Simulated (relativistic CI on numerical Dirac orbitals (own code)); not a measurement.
## d1 to d9 in one octahedral field

Computed with a parametric ligand-field model without spin-orbit coupling, by exact diagonalisation: B = 640, C = 2690, 10Dq = 33200 cm⁻¹ (Oh; |10Dq|/B = 51.9) for every shell. Energies in cm⁻¹; the field energy is (0.6 n_e − 0.4 n_t2) × 10Dq of the ground term; g labels are left out.

```
Shell  Ground term  Electrons in e  Field energy  First spin-allowed bands  Lowest term of other spin
   d1          2T2           0.000        -13280                  2E 33200                           
   d2          3T1           0.009        -26247      3T2 31655, 3T1 39710                   1T2 9445
   d3          4A2           0.000        -39840      4T2 33200, 4T1 40353                   2E 13131
   d4          3T1           0.015        -52621       3E 30588, 3T1 31257                   1T2 8096
   d5            ?               ?             ?                         ?                          ?
   d6          1A1           0.022        -78957      1T1 31223, 1T2 40349                  3T1 25541
   d7           2E           1.015        -59277      2T1 31070, 2T2 31740                  4T1 20121
   d8          3A2           2.000        -39840      3T2 33200, 3T1 40353                   1E 10427
   d9           2E           3.000        -19920                 2T2 33200
```

Problem. Fill in the row of d5.

Solution. Ground term: 2T2; Electrons in e: 0.029; Field energy: -65453; First spin-allowed bands: 2A2 29662, 2T1 29889; Lowest term of other spin: 4T1 20275. Low spin: d4, d5, d6, d7; the other shells keep the spin of the free ion. Only d4 to d7 can choose; the field needed to pair spins is smallest for d6 and largest for d5, which loses most exchange energy. In the strong-field picture 10Dq must exceed about 6B + 5C = 17290 (d4), 7.5B + 5C = 18250 (d5), 2.5B + 4C = 12360 (d6) and 4B + 4C = 13320 (d7); mixing of terms shifts these bounds somewhat.
